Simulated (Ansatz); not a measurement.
A run for Ansatz (a program for electronic structure): R-MP2/def2-TZVPPD on Cl2Zn (SMILES [Cl][Zn][Cl]), atoms moved off the minimum. Files ending in .json are basis or fitting sets from the Basis Set Exchange.

Ansatz 0.2 input:
```yaml
crystal:
  periodic: [false, false, false]
  atoms:
    - {symbol: Zn, position_ang: [-0.03883738, -0.01432608, 0.04532589]}
    - {symbol: Cl, position_ang: [-0.06108196, 0.06686940, -1.99414043]}
    - {symbol: Cl, position_ang: [0.11428291, -0.02574097, 1.96520247]}
basis:
  gaussian:
    orbitals: def2-TZVPPD.json
magnetization: {spin_polarized: false}
correlation: {method: mp2, electrons: outside_noble_gas}
scf: {lower_state_search: off}
output: {forces: true}
```

Program output:

```
WARN ansatz: RAYON_NUM_THREADS=4 ignored (pool sized by the plan → 4); use --threads N
Functional definition: HF
these checks for a lower state are left out or cut short: starts, cluster_reference, orbital_swaps, neighbouring_geometries, increment
integrals: 0.22 GiB planned
1063 factors; integrals over basis functions are off by at most 8.9e-4 eV
mean field: 0.67 GiB planned
mean field evaluation 1: about -73385.8621 eV, gradient 2.1e1 eV
mean field evaluation 2: about -73386.1567 eV, gradient 2.2e1 eV
mean field evaluation 4: about -73387.3682 eV, gradient 4.1e0 eV
mean field evaluation 8: about -73387.3967 eV, gradient 1.0e-1 eV
mean field -73387.39669796 eV, -2696.9370848860 hartree, gradient 2.0e-6 eV, S^2 0.000000; 0 other end points of the search recorded, 0 dependent functions left out
19 core orbitals not correlated
reference -73387.39669796 eV, -2696.9370848860 hartree; 13, 13 occupied and 137, 137 virtual orbitals, 1063 factors
densities: 0.59 GiB planned
second order -23.92079982 eV of doubles, -0.00000000 eV of singles
the calculation of the forces begins
mean field evaluation 16: about -73386.9828 eV, gradient 2.0e0 eV
Total energy: -73411.31749779 eV, -2697.8161580655 hartree
Atom 0 at    -0.038837    -0.014326     0.045326 Å, force    -0.154346     0.053188    -2.857879 eV/Å
Atom 1 at    -0.061082     0.066869    -1.994140 Å, force    -0.064599    -0.002280    -0.652899 eV/Å
Atom 2 at     0.114283    -0.025741     1.965202 Å, force     0.218945    -0.050908     3.510778 eV/Å
Dipole moment:    -0.042497    -0.025120     0.093322 e Å
Checks for a lower state left out: starts, cluster_reference, orbital_swaps, neighbouring_geometries, increment
```

The run converged.

Cost: roughly 15 core-seconds.
